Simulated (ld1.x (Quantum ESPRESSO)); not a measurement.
Varying the TM semilocal potential for In (Z = 49)

Base potential:

In (Z = 49), norm-conserving Troullier–Martins (semilocal form), made with ld1.x (Quantum ESPRESSO) 7.5 (PBE, scalar-relativistic). Core [Kr] 4d10, reference 5s2 5p1. Waves: 5s (bound): rc 1.75 bohr; 5p (bound): rc 2.05 bohr. Local part: the p channel. Core correction: a·sin(br)/r model core inside 1.65 bohr.

Cutoffs, loose and tight: the cutoffs (Ry, on a coarse ladder) from which the occupation-weighted sum of valence levels, in a spherical-Bessel basis at the reference potential, stays within 10 and 1 mRy of its value at 400 Ry. They do not see the model core or the augmentation charge, which bear on the density cutoff. Test errors are all-electron minus pseudo excitation energies from the reference, over the configurations 5s2 5p0; 5s1 5p0; 5s2 5p0.5; 5s1 5p1; 5s0 5p3; 5s1 5p2; 5s2 5p1.3. A dash means not determined; rows that change the core or the reference have their own tests. The largest error is taken over the tests solved by every variant that gives reliable tests at all: 5s1 5p0; 5s2 5p0; 5s2 5p0.5; 5s2 5p1.3.

A semilocal file is local in each channel, so a ghost entry of none says nothing of the separable form that plane-wave codes build from it.

```csv
change,outcome,"cutoff, loose","cutoff, tight",bound ghosts,largest test error (meV)
base,generated,25 Ry,50 Ry,none,-212
wave 5p (bound): rc 2.05 bohr becomes 5p (bound): rc 1.32 bohr,generated,70 Ry,200 Ry,none,-243
wave 5p (bound): rc 2.05 bohr becomes 5p (bound): rc 1.68 bohr,generated,45 Ry,100 Ry,none,-217
wave 5p (bound): rc 2.05 bohr becomes 5p (bound): rc 1.96 bohr,generated,25 Ry,50 Ry,none,-212
wave 5p (bound): rc 2.05 bohr becomes 5p (bound): rc 2.22 bohr,generated,21 Ry,50 Ry,none,-210
wave 5p (bound): rc 2.05 bohr becomes 5p (bound): rc 2.48 bohr,generated,21 Ry,50 Ry,none,-210
wave 5p (bound): rc 2.05 bohr becomes 5p (bound): rc 2.84 bohr,generated,21 Ry,50 Ry,none,-212
wave 5p (bound): rc 2.05 bohr becomes 5p (bound): rc 3.10 bohr,generated,21 Ry,50 Ry,none,-217
```

Reading the sweep of the p radius (base included, trends over the rows without a ghost): The loose cutoff falls from 70 Ry at 1.32 to 21 Ry at 3.1 bohr. A larger radius leaves more room for a smooth pseudo-wave, so fewer plane waves are needed; a smaller one forces it to follow the all-electron wave where it bends sharply. The median size of the test errors (rows with all tests solved) is not monotonic: lowest 16.3 meV at 1.68 bohr, highest 23.6 meV at 2.48 bohr.
